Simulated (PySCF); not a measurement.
Sn(H)2(Me)(OH) (CH₆OSn), SMILES [CH3][SnH2][OH]. The structure is a stationary point at r2SCAN-D4/def2-SVP. The def2 effective core potentials stand for the cores of Sn; spin–orbit coupling is left out. Other conformers were not sampled.

Computed equilibrium geometry at r2SCAN-D4/def2-SVP (PySCF confirms it by a frequency run) as a Z-matrix (one conformer of several):
```
Sn
O 1 2.0010
H 2 0.9666 1 111.63
H 1 1.7108 2 102.01 3 -168.95
H 1 1.7240 4 112.19 2 -116.22
C 1 2.1540 4 112.58 5 -126.63
H 6 1.0994 1 109.51 4 -57.14
H 6 1.0997 7 109.12 1 120.99
H 6 1.1004 7 109.04 8 118.76
```
Charge 0, spin multiplicity 1.
